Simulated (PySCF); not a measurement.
## Two-dimensional NMR puzzle

Compound of formula C₄H₂F₂O₂. Correlations simulated from computed shifts and the bond graph:

HSQC (one-bond C–H):
```csv
δH,δC
4.90,64.7
```

HMBC (two and three bonds, from the bond graph):
```csv
δH,δC
4.90,"166.6, 166.0, 140.1"
```

Carbons without hydrogens: δ 166.6, 166.0, 140.1.

How the numbers were obtained: geometry: GFN2-xTB, shieldings: GIAO PBE0/pcSseg-1, in PySCF (no relativistic terms, no solvent model, a single conformation, averaged over atoms made equivalent by symmetry, fast rotation or ring inversion).

Shifts are taken against calculated references (same method and geometry level): ¹H (σref 31.72) and ¹³C (σref 186.93) against TMS.

Exchangeable hydrogens are left out of these lists.

Task: Which molecule is this?

Result: `O=C1OCC(F)=C1F`.

Structure with atom numbers: `[O:1]=[C:2]1[O:3][CH2:4][C:5]([F:6])=[C:7]1[F:8]`. Each H is labelled by its parent atom.

- δC 166.6 is C5, a β carbon of a C=C–C=O unit.
- δC 166.0 is C2, an ester carbonyl carbon.
- δC 140.1 is C7, an α carbon of a C=C–C=O unit.
- δC 64.7 is C4, an allylic sp3 CH2 bonded to O (δH 4.90).
- HMBC from δH 4.90 reaches the proton-free carbons C5, C2, C7.

The shifts were computed for this structure.

Shifts are as computed. Against solution values, carbons near 30 ppm lie about +3 ppm off and those near 130 ppm about +5 ppm. Of 1211 compounds with measured shifts, 218 miss one by over three times the rms of a fit or turn the order of signals round; such compounds aren't used in these exercises.
